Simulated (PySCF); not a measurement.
**Correlation energy of Sr (strontium, neutral)**

[Kr] 4d1 5s1, high-spin 3D determinant (an excited configuration). All numbers are calculated (PySCF 2.14, no relativity, point nucleus, in dyall-av2z (22s16p11d, 125 functions)). Frozen: [Kr]; 2 electrons correlated; the 50 highest virtual orbitals of each spin left out.

With two correlated electrons CCSD is exact within the correlated space (frozen core and kept virtual orbitals).

```json
{"level": "CCSD", "correlation energy (mhartree)": "-2.01"}
```

Diagnostics: T1 = 0.0045, D1 = 0.0069, largest double amplitude 0.055.

A non-relativistic calculation at this Z misses sizeable relativistic shifts.

Cost of the coupled-cluster step: about 14 core-seconds, for 2 correlated electrons.
